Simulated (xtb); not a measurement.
Si(H)2(Cl)(OMe) (CH₅ClOSi), SMILES O([SiH2]Cl)C. All values are semi-empirical tight-binding results from xtb (GFN2-xTB unless named), good for trends rather than for accurate numbers. Coordinates come from a GFN2-xTB optimisation. Other conformers were not sampled.

The orbital gap is 6.42 eV and the dipole moment is 1.98 D. The zero-point energy is 37.1 kcal/mol, the G − E(el) at 298.15 K (modified RRHO) comes out as 17.9 kcal/mol and the static polarisability (D4 model) comes out as 61.6 bohr³. The solvation energy, GFN2-xTB/ALPB(water) is -0.4 kcal/mol and the solvation energy, GFN2-xTB/ALPB(benzene) is -3.0 kcal/mol.
